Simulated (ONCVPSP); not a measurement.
# An all-electron radial function and its pseudo partner (Tc (Z = 43))

Columns: radius, all-electron u(r) and pseudo u(r) of the 4p shell (level -46.11 eV) of technetium in the configuration [Ar] 3d10 4s2 4p6 4d5 5s1.5 5p0.5; PBE, scalar-relativistic, ONCV scheme, ONCVPSP 4.0.1.

```
r (bohr)  all-electron  pseudo
   0.088        0.3432  0.0125
   0.175       -0.1263  0.0504
   0.262       -0.5107  0.1162
   0.350       -0.5138  0.2124
   0.438       -0.2604  0.3363
   0.525        0.0796  0.4784
   0.612        0.4066  0.6279
   0.700        0.6753  0.7716
   0.788        0.8677  0.8928
   0.875        0.9857  0.9798
   0.962        1.0423  1.0284
   1.050        1.0506  1.0392
   1.138        1.0233  1.0168
   1.225        0.9725  0.9697
   1.312        0.9070  0.9062
   1.400        0.8329  0.8327
   1.487        0.7569  0.7568
   1.575        0.6807  0.6806
   1.662        0.6084  0.6083
   1.750        0.5397  0.5397
   1.838        0.4764  0.4764
   1.925        0.4194  0.4193
   2.012        0.3679  0.3679
   2.100        0.3213  0.3213
   2.188        0.2799  0.2799
   2.275        0.2437  0.2437
```

How many radial nodes do the two functions have?

The all-electron 4p function has n − l − 1 = 2; the pseudo-wave has 0, since the states of the same l below it are removed with the core.

At about which radius was the pseudo-wave matched?

1.60 bohr. The columns agree to 0.0005 from 1.40 bohr on; several derivatives are matched, so the curves merge somewhat inside the radius.

Where does each function peak?

Outermost all-electron maximum near 1.05 bohr, pseudo maximum near 1.05 bohr (to the table’s step).

Is the pseudo-wave norm-conserving?

Yes: the ONCV scheme keeps the norm inside the radius equal to the all-electron one, which fixes the energy derivative of the logarithmic derivative at the level.
